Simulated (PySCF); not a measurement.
Cs: interval between two levels

Cs [Xe] 6s1 [2S1/2, M_J = 1/2] → Cs [Xe] 5d1 [2D5/2, M_J = 5/2], as a difference of total energies. All numbers are calculated (PySCF 2.14, the two-component X2C-1e Hamiltonian, in x2c-TZVPall-2c). Correlated levels: [Kr] 4d10 frozen; the 30 highest virtual spinors dropped. "Screened" scales the spin-orbit matrix elements by Boettger's factors to mimic the two-electron term; Breit and QED terms are absent.

```csv
method,interval between two levels (cm⁻¹)
GHF (spin-free),13883
GMP2 (spin-free),15505
GHF (screened spin-orbit),13882
GMP2 (screened spin-orbit),15534
```

The spin-free rows lack the spin-orbit shift.

Errors of the correlated levels include the incompleteness of this basis and the frozen core.

For comparison: 14597 cm⁻¹ (measured; NIST Handbook of Basic Atomic Spectroscopic Data (Sansonetti and Martin, J. Phys. Chem. Ref. Data 34, 1559 (2005))).
